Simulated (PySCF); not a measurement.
Geometry (Å), atoms numbered from 1 in this order:
```xyz
13

F    -1.7842   -0.9171   -1.1706
C    -1.3605   -0.5074    0.0394
O    -0.0085   -0.1180   -0.0482
Al    0.5015    1.8603    0.1706
C     0.9174   -1.1677   -0.2100
F     1.0293   -1.8477    0.9484
H    -1.4502   -1.3341    0.7607
H    -1.9174    0.3834    0.3623
H    -0.4283    2.4619   -0.9841
H     2.0628    1.6438   -0.1127
H     0.0055    2.0786    1.6773
H     1.8708   -0.6899   -0.4710
H     0.5531   -1.8452   -0.9974
```

Geometry: PBE0-D3(BJ)/def2-SVP; GIAO shifts from PySCF 2.14, gas phase, non-relativistic, averaged over equivalent atoms.

At PBE0/pcSseg-1 (144 basis functions, 13 s wall time on 1 thread of an x86-64 server CPU, shared host):
```
        atoms  δ (ppm)
        F1/F6   -185.1
        C2/C5    100.0
           O3    118.1
          Al4     99.2
H7/H8/H12/H13     5.68
   H9/H10/H11     4.43
```

References, each an isolated molecule treated in the same way: CFCl3 for 19F (177.25 ppm); 13C (184.41 ppm) and 1H (31.27 ppm) against TMS; 17O (334.56 ppm) vs H2O; AlH4- for 27Al (489.28 ppm).

Question: Estimate the result of repeating the calculation with wB97X-D/pcSseg-2.

Answer: 
| atoms | δ at wB97X-D/pcSseg-2 | change |
| --- | --- | --- |
| F1/F6 | -178.5 | +6.6 |
| C2/C5 | 103.0 | +3.0 |
| O3 | 116.9 | -1.2 |
| Al4 | 92.1 | -7.1 |
| H7/H8/H12/H13 | 5.62 | -0.06 |
| H9/H10/H11 | 4.26 | -0.17 |

δ = σ(ref) − σ, references computed at the same level: CFCl3 for 19F (σref 186.42); 13C (σref 184.42) and 1H (σref 31.36) against TMS; 17O (σref 326.83) vs H2O; 27Al (σref 486.92) against AlH4-.

The largest change is at Al4 (aluminium bonded to O, 3 H). Cost: 321 basis functions, 51 s wall time on 1 thread of an x86-64 server CPU, shared host.

Unscaled 19F shifts against computed CFCl3 carry errors that often reach 10 to 50 ppm. Experimental scales use liquid or dissolved standards, which lie at an offset from isolated H2O (liquid H2O: subtract about 36 ppm).
